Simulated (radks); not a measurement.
All-electron atom: Co+ in [Ar] 3d8.

Calculated with a radial shooting solver on a logarithmic mesh with Libxc functionals: Dirac Kohn-Sham, PBE, spin-unpolarised, spherical densities, finite nucleus; open shells are shared between the two j in proportion to 2j + 1; Fermi nuclear charge, rms radius 3.7875 fm.

Energy parts (eV):
part                      energy
total                 -37903.722
kinetic                38471.967
electron-nucleus      -90796.059
Hartree                16037.383
exchange-correlation   -1617.013

Orbitals (lengths in bohr, moments of r in powers of bohr):
\begin{tabular}{lrrrr}
orbital & occ. & eigenvalue (eV) & <r^2> & <r> \\ \hline
1s1/2 & 2 & -7594.633 & 0.004246 & 0.05619 \\
2s1/2 & 2 & -901.1974 & 0.07697 & 0.2552 \\
2p1/2 & 2 & -782.1717 & 0.06106 & 0.2228 \\
2p3/2 & 4 & -767.3408 & 0.06265 & 0.2259 \\
3s1/2 & 2 & -105.5910 & 0.6998 & 0.7778 \\
3p1/2 & 2 & -70.2250 & 0.7899 & 0.8169 \\
3p3/2 & 4 & -68.4039 & 0.8097 & 0.8271 \\
3d3/2 & 3.2 & -12.3485 & 1.766 & 1.134 \\
3d5/2 & 4.8 & -12.1719 & 1.796 & 1.143 \\
\end{tabular}

The highest occupied level is 3d5/2 at -12.172 eV. The electron density at the nucleus is 1.722e+04 e/bohr^3.
